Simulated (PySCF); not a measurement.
# Dipole response of Sn⁺ (tin, charge +1)

[Kr] 4d10 5s2 5p1, 2P determinant. All numbers are calculated (PySCF 2.14, scalar relativity by spin-free X2C-1e, in aug-cc-pwCVTZ-DK3 with one added diffuse shell each of s, p, d, f type (11s10p8d5f1g, 125 functions)). Coupled (time-dependent) response in atomic units; α is the mean over directions.

```tsv
method	mean α (bohr³)	α xx, yy, zz	C₆ (like pair)	S(−4)
UHF	29.03	27.64, 31.82, 27.64	231.5	279.1
PBE	27.32	25.14, 31.67, 25.14	211.7	263.2
PBE0	27.38	25.53, 31.08, 25.53	213.4	255.5
```

S(−4) is the Cauchy moment in α(ω) = α(0) + S(−4) ω² + …

Spin-orbit coupling is absent.

α(iu) at PBE:

```
u (hartree)  α(iu) (bohr³)
          0          27.32
     0.0500          26.68
      0.100          24.97
      0.200          20.17
      0.300          15.66
      0.500          9.816
      0.750          6.293
       1.00          4.534
       1.50          2.844
       2.00          2.020
       3.00          1.202
       5.00         0.5692
```

For an ion, C₆ is the dispersion term alone; charge-induced terms of lower order in 1/R come first.

The components differ because the open shell of this determinant is not spherical; for a pure term their mean is the scalar polarisability.
